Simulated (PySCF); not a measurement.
Ga(F)(SiH3)2 (FGaH6Si2), SMILES [F][Ga]([SiH3])[SiH3]. Heavy atoms are numbered as in [Ga:1]([F:2])([SiH3:3])[SiH3:7]. Hydrogens are named by the atom that carries them.

Geometry: PBE-D3(BJ)/def2-SVP. The structure was generated by enumeration; whether it is a known compound was not checked.

Method: B3LYP/pcSseg-1 (PySCF).

GIAO shieldings, no solvent; atoms alike by connectivity are averaged. δ = σ(ref) − σ: ¹⁹F against CFCl3 (σ = 161.7 ppm); ²⁹Si against TMS (σ = 338.7 ppm); ¹H against TMS (σ = 31.68 ppm), references at their B3LYP-D3(BJ)/def2-TZVP geometries, non-relativistic.

```
nucleus       atoms  count  δ (ppm)
-------  ----------  -----  -------
¹⁹F              F2      1    -31.7
²⁹Si     Si3 (SiH3)      2   -110.6
¹H         H on Si3      6     3.82
```
